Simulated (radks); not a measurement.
The numbers below are computed, except where a source is named.
Problem. Radial electron density D(r) = 4 pi r^2 rho(r) of an atom or ion with 12 electrons. Level of theory: non-relativistic Kohn-Sham, r2SCAN, spin-unpolarised, spherical densities, point nucleus; meta-GGA in the generalised Kohn-Sham scheme (a radial shooting solver on a logarithmic mesh with Libxc functionals).

```
   r/bohr * D(r) (the largest magnitude, 14.6, reaches the edge; | marks zero)
 0.007075 |  *
 0.008042 |   *
 0.009067 |   *
  0.01022 |    *
  0.01153 |      *
   0.0131 |       *
  0.01477 |         *
  0.01665 |           *
  0.01878 |             *
  0.02134 |                *
  0.02406 |                    *
  0.02713 |                       *
  0.03059 |                           *
  0.03477 |                                *
   0.0392 |                                    *
   0.0442 |                                         *
  0.04983 |                                             *
  0.05664 |                                                 *
  0.06386 |                                                    *
    0.072 |                                                     *
  0.08118 |                                                      *
  0.09226 |                                                     *
    0.104 |                                                   *
   0.1173 |                                               *
   0.1322 |                                           *
   0.1503 |                                      *
   0.1695 |                                  *
   0.1911 |                               *
   0.2154 |                              *
   0.2448 |                              *
   0.2761 |                                 *
   0.3113 |                                     *
   0.3509 |                                        *
   0.3989 |                                           *
   0.4497 |                                            *
   0.5071 |                                          *
   0.5717 |                                      *
   0.6498 |                                *
   0.7326 |                         *
    0.826 |                  *
   0.9314 |            *
    1.059 |        *
    1.193 |      *
    1.346 |     *
    1.517 |     *
    1.724 |     *
    1.944 |     *
    2.192 |     *
    2.472 |    *
    2.809 |  *
    3.167 | *
    3.571 |*
    4.026 |*
    4.576 *
     5.16 *
    5.818 *
    6.559 *
    7.455 *
    8.405 *
```

What is the nuclear charge?

Solution. Z = 13. The innermost maximum, from 1s, lies near 1/Z = 0.0769 bohr (found: 0.0805), and its height grows with Z. The density is that of the aluminium ion Al+ in [He] 2s2 2p5 3s2 3p1; the configuration itself is not fixed sharply by these data, and Z only to about a unit. D(r) has 3 maxima, at r = 0.0805, 0.439, 1.82 bohr, and minima at 0.219, 1.41 bohr, inside which lie 2.21, 9.32 electrons.
